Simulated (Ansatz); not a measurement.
A trace of molecular dynamics of AlGeH5Te (8 atoms, charge 0, multiplicity 1).

Method: Ansatz, RKS B3LYP-D4/def2-mTZVP.

```json
{"ensemble": "NVE (velocity Verlet)", "starting velocities drawn for": "100 K", "seed": "9485"}
```

```csv
time (fs),T (K),potential energy less start (eV),conserved less start (meV/atom)
0,100,0.000,0.00
4,56,0.035,0.04
8,88,0.010,0.01
12,75,0.020,0.05
16,304,-0.158,0.04
20,731,-0.490,-0.11
24,1104,-0.779,-0.06
28,1215,-0.865,-0.06
32,900,-0.620,0.04
36,1189,-0.845,-0.09
40,905,-0.624,0.05
44,814,-0.555,-0.13
48,509,-0.317,0.04
52,658,-0.432,0.03
56,975,-0.679,-0.08
60,1317,-0.945,-0.17
64,1269,-0.907,-0.02
68,1149,-0.813,0.05
72,1466,-1.062,-0.24
76,905,-0.623,0.13
80,951,-0.661,-0.09
84,546,-0.345,0.08
88,860,-0.590,-0.08
92,804,-0.545,0.13
96,1172,-0.833,-0.21
100,747,-0.502,0.05
```

Question: Is this trajectory sound?

Answer: The conserved energy stayed within 0.25 meV per atom of its start (net change 0.053 meV per atom), so the integration is sound. The kinetic energy rose, since the run started high on the potential surface and went downhill. A run of 0.1 ps of so small a system gives no equilibrium averages. The orbitals stay closed-shell, which can raise the energy where a bond breaks towards radicals; this wasn't checked here. The time step was 0.5 fs.

The run took 9.6 min on 2 threads of AMD EPYC 7R43 64-Core Processor (Zen 3) (shared host), peak memory 0.29 GiB.
